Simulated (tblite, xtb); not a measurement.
C₃H₇O, doublet, geometry from GFN2-xTB. Base run: GFN1-xTB (xtb).

Here is a job for xtb.
```
$ xtb mol.xyz --gfn 1 --uhf 1 --json

# file mol.xyz
11

C      1.42045454    -0.07797504     0.80082338
C      0.62253858    -0.57672706    -0.33257488
O     -0.40465608     0.29361071    -0.75241760
C     -1.46210153     0.39205968     0.16817499
H      2.09719935    -0.73733592     1.30573689
H      1.43775174     0.97000712     1.02387976
H      1.25461016    -0.70377724    -1.22987282
H      0.20594725    -1.57534352    -0.09935914
H     -1.11764065     0.75992211     1.14103815
H     -2.17690498     1.09473276    -0.25503038
H     -1.94906388    -0.58123639     0.31440752
```

Programs used: tblite, xtb; a row that names a program was run with it.

The base run was repeated with changes; each row names its change, and settings that it needs were set with it.

```json
[
 {"change": "base", "ΔE vs base (mEh)": "0.000", "dipole (D)": "1.80", "SCF cycles": "9"},
 {"change": "acc = 1000", "ΔE vs base (mEh)": "0.002", "dipole (D)": "1.80", "SCF cycles": "5"},
 {"change": "program = tblite; method = gfn1; option = --grad", "ΔE vs base (mEh)": "0.000", "dipole (D)": "-", "SCF cycles": "-"},
 {"change": "alpb = thf", "ΔE vs base (mEh)": "-5.527", "dipole (D)": "1.89", "SCF cycles": "10"},
 {"change": "program = tblite; method = gfn1", "ΔE vs base (mEh)": "0.000", "dipole (D)": "-", "SCF cycles": "-"},
 {"change": "program = tblite; method = gfn1; option = (--alpb, water)", "ΔE vs base (mEh)": "-2.599", "dipole (D)": "-", "SCF cycles": "-"},
 {"change": "program = tblite; method = gfn1; option = (--etemp, 2000)", "ΔE vs base (mEh)": "-0.009", "dipole (D)": "-", "SCF cycles": "-"},
 {"change": "acc = 30", "ΔE vs base (mEh)": "0.000", "dipole (D)": "1.80", "SCF cycles": "7"}
]
```

ALPB and GBSA are two models with their own fitted parameters for each solvent, which aren't always the measured dielectric constant.
